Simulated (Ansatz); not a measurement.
CH4MoOS2, SMILES `[CH3][Mo]([OH])(=[S])=[S]`, relaxed with RKS PBE0-D4/def2-TZVP in Ansatz from a PBE-D4/def2-SVP geometry. The force threshold is 0.005 eV/Å; the program also tests the step.

Total charge 0; spin multiplicity 1. Mo takes the def2 core potential.

Start:

```xyz
9

C     0.518   -1.231   -0.258
Mo   -0.034    0.784   -0.063
O    -1.825    0.864    0.476
S     1.342    1.594    1.340
S     0.279    1.617   -1.996
H    -0.165   -1.702   -0.996
H     1.563   -1.331   -0.612
H     0.416   -1.724    0.732
H    -2.094    1.129    1.378
```

(1) How much energy does the relaxation release, and in how many steps? (An estimate is asked.)

(2) Which bonds change most? (An estimate is asked.)

(3) Give the relaxed structure. (An estimate is asked.)

Answers

(1) Computed: 5.28 kJ/mol, in 6 steps.

(2) The calculation gave: Mo2–S5 from 2.128 to 2.098 Å; Mo2–S4 from 2.125 to 2.095 Å; C1–H7 from 1.108 to 1.091 Å; C1–H8 from 1.111 to 1.093 Å.

(3) Computed: 
```xyz
9

C     0.514   -1.221   -0.255
Mo   -0.032    0.787   -0.065
O    -1.806    0.860    0.474
S     1.332    1.576    1.316
S     0.281    1.598   -1.974
H    -0.162   -1.680   -0.983
H     1.543   -1.320   -0.601
H     0.407   -1.701    0.721
H    -2.077    1.101    1.366
```
